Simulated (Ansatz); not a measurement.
Start from `C[SiH2][GeH2][PH2]` and change one atom or group to get `C[SiH2][GeH2][CH3]`.

Ansatz, PBE0-D4/def2-TZVP geometries, multiplicity 1. Each molecule was computed in one conformer, which needn't be the lowest.

Scalar relativity is left out up to krypton.

| property | `C[SiH2][GeH2][PH2]` |
| --- | --- |
| LUMO energy (B3LYP/def2-TZVPP) / eV | -0.32 |
| LUMO energy (PBE0/def2-TZVPP) / eV | -0.11 |
| HOMO–LUMO gap (B3LYP/def2-TZVPP) / eV | 6.85 |
| size of the dipole moment (B3LYP/def2-TZVPP) / D | 1.22 |
| HOMO energy (PBE/def2-TZVPP) / eV | -6.32 |
| HOMO energy (PBE0/def2-TZVPP) / eV | -7.39 |

Question: Give the same properties after the change, and the shifts. (Best estimate.)

Answer: Computed: 
```csv
property,`C[SiH2][GeH2][CH3]`,shift
LUMO energy (B3LYP/def2-TZVPP) / eV,0.06,0.38
LUMO energy (PBE0/def2-TZVPP) / eV,0.29,0.40
HOMO–LUMO gap (B3LYP/def2-TZVPP) / eV,7.52,0.67
size of the dipole moment (B3LYP/def2-TZVPP) / D,1.13,-0.09
HOMO energy (PBE/def2-TZVPP) / eV,-6.56,-0.24
HOMO energy (PBE0/def2-TZVPP) / eV,-7.65,-0.26
```

With PBE0 the HOMO falls by 0.26 eV and the LUMO rises by 0.40 eV, so the gap widens by about 0.66 eV. PBE moves the HOMO by -0.24 eV and ωB97M-V by -0.24 eV. Dipoles are sizes alone; their direction can turn.

B3LYP here is the variant with VWN-RPA as its local correlation; programs differ in this.
